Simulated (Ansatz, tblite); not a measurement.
Cost and result up the ladder for the cluster KCl2⁻ (3 atoms). Total charge -1; singlet. Geometry: PBE0-D4/def2-TZVPD.

```xyz
3

K     0.000    0.000   -0.002
Cl    1.847   -2.197    0.027
Cl   -1.847    2.197   -0.025
```

Ansatz on 4 threads of Arm Neoverse V1 on a shared host; xTB runs through tblite on one thread. Times are rough, summed over both states, and most runs start from the orbitals of an earlier one. CCSD(T)/def2-TZVPPD serves as the yardstick here, not as an exact answer. Differences are given only for rows in sets of like size (and for xTB, whose basis is part of the method), since another set adds its own error. The other state is a triplet at its own geometry.

The xTB rows come from tblite. Correlated methods freeze 15 core orbitals; core or outer-core shells of K are correlated, in sets that lack core-valence functions. HOMO above LUMO, or a gap near zero within one spin, warns that the state may not be the lowest or that an electron is smeared out. The structure comes from a short search, and lower isomers may exist.

Run but left out: LDA (SPW92)/def2-TZVPD (triplet: an occupied level 0.06 eV above an empty one).

Correlated methods converge slowly with the basis.

xTB has no spin-polarisation term.

| level | functions | wall time |
| --- | --- | --- |
| GFN1-xTB | 22 | 0.004 s |
| GFN2-xTB | 22 | 0.005 s |
| HF/STO-3G | 31 | 0.25 s |
| MP2/def2-TZVPD | 128 | 2.3 s |
| HF/def2-TZVPD | 128 | 3 s |
| RPA@PBE/def2-TZVPD | 128 | 4.8 s |
| PBE-D4/def2-TZVPD | 128 | 5 s |
| BHLYP-D4/def2-TZVPD | 128 | 7.8 s |
| r2SCAN-D4/def2-TZVPD (with forces) | 128 | 11 s |
| r2SCAN0-D4/def2-TZVPD | 128 | 13 s |
| CCSD(T)/def2-TZVPPD | 138 | 20 s |

Q: Estimate what each level gives for the triplet − singlet (eV).

A: 
```tsv
level	triplet − singlet (eV)	difference from CCSD(T)/def2-TZVPPD (eV)	remarks
GFN1-xTB	6.77	1.88	–
GFN2-xTB	4.80	-0.09	–
HF/STO-3G	5.52	–	HOMO above zero (triplet)
MP2/def2-TZVPD	5.06	0.17	–
HF/def2-TZVPD	3.93	-0.96	–
RPA@PBE/def2-TZVPD	3.25	-1.64	–
PBE-D4/def2-TZVPD	3.85	-1.04	HOMO above zero (triplet), gap within one spin near zero (triplet)
BHLYP-D4/def2-TZVPD	4.73	-0.16	HOMO above zero (triplet)
r2SCAN-D4/def2-TZVPD (with forces)	4.15	-0.74	HOMO above zero (triplet), gap within one spin near zero (triplet)
r2SCAN0-D4/def2-TZVPD	4.54	-0.35	HOMO above zero (triplet)
CCSD(T)/def2-TZVPPD	4.89	0.00	–
```
